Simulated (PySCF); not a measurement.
C₂H₆OSe, SMILES O([Se]C)C. Atoms are numbered in the order given.

```xyz
10

Se    -0.3126    -0.1793     0.5929
C     -1.1816     1.3789    -0.2061
H     -2.1319     1.5180     0.3320
H     -1.3895     1.2167    -1.2725
H     -0.5452     2.2626    -0.0649
O      1.2686    -0.0661    -0.3189
C      1.2834    -0.6846    -1.5905
H      0.5774    -0.2127    -2.2999
H      2.3052    -0.5596    -1.9848
H      1.0523    -1.7641    -1.5393
```
Charge 0, spin multiplicity 1.

Geometry: B3LYP-D3(BJ)/def2-SVP. The values are those of a single conformer.

All values below come from PBE/def2-TZVP in PySCF.

ESP charges are fitted to the potential on shells at 1.4 to 2.0 van der Waals radii. Atomic charges (e):

```json
[
 {"atom": "Se1", "Löwdin": "0.37", "Mulliken": "…", "ESP fit": "0.03"},
 {"atom": "C2", "Löwdin": "-0.52", "Mulliken": "-0.42", "ESP fit": "-0.63"},
 {"atom": "H3", "Löwdin": "0.12", "Mulliken": "0.14", "ESP fit": "0.24"},
 {"atom": "H4", "Löwdin": "0.11", "Mulliken": "0.14", "ESP fit": "0.21"},
 {"atom": "H5", "Löwdin": "0.11", "Mulliken": "0.15", "ESP fit": "0.21"},
 {"atom": "O6", "Löwdin": "-0.08", "Mulliken": "…", "ESP fit": "-0.20"},
 {"atom": "C7", "Löwdin": "-0.43", "Mulliken": "…", "ESP fit": "-0.10"},
 {"atom": "H8", "Löwdin": "0.10", "Mulliken": "0.10", "ESP fit": "0.08"},
 {"atom": "H9", "Löwdin": "0.11", "Mulliken": "0.13", "ESP fit": "0.10"},
 {"atom": "H10", "Löwdin": "0.10", "Mulliken": "0.12", "ESP fit": "0.07"}
]
```

Task: What belongs in the gaps? (An estimate is asked for; the answer gives what the named calculation found.)

Result: 
- Se1, Mulliken: 0.15
- O6, Mulliken: -0.31
- C7, Mulliken: -0.19

Task: Give the Mayer and Wiberg (Löwdin basis) orders of the bonds. (Estimate from the structure and the level; the computed values follow.)

Result: 
```tsv
bond	Mayer	Wiberg
Se1–C2	1.05	1.49
C2–H3	0.94	0.92
C2–H4	0.95	0.94
C2–H5	0.95	0.93
Se1–O6	0.98	1.41
O6–C7	1.00	1.61
C7–H8	0.96	0.94
C7–H9	0.95	0.93
C7–H10	0.97	0.94
```
